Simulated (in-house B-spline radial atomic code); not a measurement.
# OEP/ALDAx excitations of Xe⁸⁺

Method: OEP/ALDAx. Computed with an all-electron radial atomic-structure program (B-spline basis): linear response of the closed shell [Kr] 4d10 with the adiabatic LDA exchange kernel on the exchange-only optimised effective potential; scalar-relativistic (spin-free one-electron X2C), finite nucleus, no spin-orbit coupling, no double excitations, S, P, D and F terms only; shells from n = 2 respond. Only terms of natural parity with L up to 3 were computed.

Command:
```bash
python run_td.py task.json out
```
Settings (radii: box in bohr, nucleus in fm):
```
Z                        54
electrons                46
configuration            [Kr] 4d10
hamiltonian              x2c
method                   oep
box_radius               11.59
rms_radius               4.7859
intervals                100
```

Cost of the run: 6.5 s on 1 thread of Arm Neoverse N1, on a shared host.

The lowest states, in the order of their Tamm-Dancoff energies; the method's threshold (minus the highest occupied level) is 180.70 eV. Labels give the largest channel, * marks a mixed state, and oscillator strengths are full-response dipole values. Semilocal kernels can invert the small singlet-triplet splittings of Rydberg terms. Energies in eV:

```json
{"state": "4d → 5s 3D", "full response": "55.30", "Tamm-Dancoff": "55.32", "oscillator strength": "-"}
{"state": "4d → 5s 1D", "full response": "56.31", "Tamm-Dancoff": "56.32", "oscillator strength": "-"}
{"state": "4d → 5p 3P", "full response": "72.03", "Tamm-Dancoff": "72.06", "oscillator strength": "-"}
{"state": "4d → 5p 3F", "full response": "?", "Tamm-Dancoff": "?", "oscillator strength": "-"}
{"state": "4d → 5p 1F", "full response": "73.13", "Tamm-Dancoff": "73.14", "oscillator strength": "-"}
{"state": "4d → 5p 1P", "full response": "74.32", "Tamm-Dancoff": "74.40", "oscillator strength": "1.01"}
{"state": "4d → 4f 3P", "full response": "82.75", "Tamm-Dancoff": "82.81", "oscillator strength": "-"}
{"state": "4d → 4f 3F", "full response": "84.28", "Tamm-Dancoff": "84.31", "oscillator strength": "-"}
{"state": "4d → 4f 1F", "full response": "87.46", "Tamm-Dancoff": "87.55", "oscillator strength": "-"}
{"state": "4d → 5d 3S", "full response": "?", "Tamm-Dancoff": "?", "oscillator strength": "-"}
{"state": "4d → 5d 3D", "full response": "97.64", "Tamm-Dancoff": "97.65", "oscillator strength": "-"}
{"state": "4d → 5d 1D", "full response": "98.42", "Tamm-Dancoff": "98.43", "oscillator strength": "-"}
{"state": "4d → 5d 1S", "full response": "103.80", "Tamm-Dancoff": "104.43", "oscillator strength": "-"}
{"state": "4d → 4f 1P", "full response": "103.12", "Tamm-Dancoff": "105.35", "oscillator strength": "7.81"}
{"state": "4d → 6s 3D", "full response": "111.99", "Tamm-Dancoff": "112.00", "oscillator strength": "-"}
{"state": "4d → 6s 1D", "full response": "112.26", "Tamm-Dancoff": "112.26", "oscillator strength": "-"}
{"state": "4d → 6p 3P", "full response": "119.20", "Tamm-Dancoff": "119.21", "oscillator strength": "-"}
{"state": "4d → 6p 3F", "full response": "119.33", "Tamm-Dancoff": "119.33", "oscillator strength": "-"}
{"state": "4d → 6p 1F", "full response": "119.55", "Tamm-Dancoff": "119.55", "oscillator strength": "-"}
{"state": "4d → 6p 1P", "full response": "119.90", "Tamm-Dancoff": "119.93", "oscillator strength": "0.256"}
{"state": "4d → 5f 3P", "full response": "123.27", "Tamm-Dancoff": "123.28", "oscillator strength": "-"}
{"state": "4d → 5f 3F", "full response": "123.68", "Tamm-Dancoff": "123.68", "oscillator strength": "-"}
```

Q: Where does 4d → 5p 3F lie?

A: At 72.44 eV in full response, 72.45 eV in Tamm-Dancoff.

Q: Where does 4d → 5d 3S lie?

A: At 96.26 eV in full response, 96.30 eV in Tamm-Dancoff.

Q: How large is the singlet-triplet splitting of 4d → 5s (D terms) in Tamm-Dancoff?

A: 1 eV, from the unrounded values.

Q: What polarisabilities and dispersion coefficient does the method give?

A: Dipole 0.8388 bohr³, quadrupole 0.8619 bohr⁵, C6 2.101 hartree·bohr⁶ for two such species.
